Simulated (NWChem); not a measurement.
Molecule: CH₄BFO; SMILES COBF

```xyz
8

B     -0.6548    -0.7426     0.0000
H     -1.7158    -1.3296     0.0000
F      0.4941    -1.4392     0.0000
O     -0.6543     0.6074     0.0000
C      0.5393     1.3855     0.0000
H      1.4509     0.7540     0.0000
H      0.5452     2.0348    -0.8989
H      0.5452     2.0348     0.8989
```
Atoms are numbered in this order, from 1.

Results from NWChem. Pople sets run with spherical d functions. Medium grid unless said otherwise, to which SCAN and Minnesota functionals are sensitive. The geometry was optimised at PBE-D3(BJ)/def2-SVP.

For level N12/6-31G*:

| Quantity | Result |
|---|---|
| highest occupied level (eV) | -7.34 |
| orbital gap (eV) | 7.54 |

**Question.** How do the values read with level M06-L/6-31G* instead?

**Answer.** The highest occupied level (eV) comes out as -7.82 and the orbital gap (eV) is 8.16.
